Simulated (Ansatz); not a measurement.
The cluster Rb3H3⁻ (the lowest doublet isomer of a short search), 6 atoms. Hardware: 4 threads of Arm Neoverse V2 on a shared host.

In the def2 sets Rb takes a core potential; there is no spin–orbit coupling.

How many basis functions does each of these Ansatz runs have, and roughly what does it cost? LDA (SPW92)/def2-TZVPD, charge -1 doublet, energy, from earlier orbitals; r2SCANh-D4/def2-TZVPD, charge -1 doublet, energy, from earlier orbitals; BLYP-D4/def2-TZVPD, charge -1 quartet, energy, from earlier orbitals; PBE with 15 % exact exchange/def2-TZVPD, charge -1 doublet, energy, from earlier orbitals; PBE0-D4/def2-TZVPD, charge -1 doublet, relaxation, 23 steps; LDA (SPW92)/def2-TZVPD, charge -1 quartet, energy, from earlier orbitals; PBE with 10 % exact exchange/def2-TZVPD, charge -1 quartet, energy, from earlier orbitals; PBE-D4/def2-SVPD, charge -1 doublet, energy, from earlier orbitals; PBE0-D4/def2-TZVPD, charge -1 quartet, energy, from earlier orbitals; ωB97M-V/def2-TZVPD, charge -1 doublet, energy, from earlier orbitals; B3LYP-D4/def2-TZVPD, charge -1 doublet, energy, from earlier orbitals; r2SCAN-D4/def2-TZVPD, charge -1 doublet, energy, from earlier orbitals.

Other jobs shared the machine, so times can vary by a factor of up to 3. A dash marks memory too small to be measured apart from the calling script's.

| run | functions | fitting or Cholesky vectors | wall time | peak host memory (GiB) |
| --- | --- | --- | --- | --- |
| LDA (SPW92)/def2-TZVPD, charge -1 quartet, energy, from earlier orbitals | 126 | 1125 | 1 s | – |
| LDA (SPW92)/def2-TZVPD, charge -1 doublet, energy, from earlier orbitals | 126 | 1125 | 1.5 s | – |
| BLYP-D4/def2-TZVPD, charge -1 quartet, energy, from earlier orbitals | 126 | 1125 | 2.7 s | – |
| PBE with 10 % exact exchange/def2-TZVPD, charge -1 quartet, energy, from earlier orbitals | 126 | 1125 | 2.8 s | – |
| PBE with 15 % exact exchange/def2-TZVPD, charge -1 doublet, energy, from earlier orbitals | 126 | 1125 | 2.8 s | – |
| B3LYP-D4/def2-TZVPD, charge -1 doublet, energy, from earlier orbitals | 126 | 1125 | 3.5 s | – |
| PBE0-D4/def2-TZVPD, charge -1 quartet, energy, from earlier orbitals | 126 | 1125 | 5.5 s | – |
| r2SCAN-D4/def2-TZVPD, charge -1 doublet, energy, from earlier orbitals | 126 | 1125 | 6 s | – |
| PBE-D4/def2-SVPD, charge -1 doublet, energy, from earlier orbitals | 105 | 1059 | 6 s | – |
| r2SCANh-D4/def2-TZVPD, charge -1 doublet, energy, from earlier orbitals | 126 | 1125 | 6.5 s | – |
| ωB97M-V/def2-TZVPD, charge -1 doublet, energy, from earlier orbitals | 126 | 1125 | 15 s | 0.95 |
| PBE0-D4/def2-TZVPD, charge -1 doublet, relaxation, 23 steps | 126 | 1125 | 43 s | – |
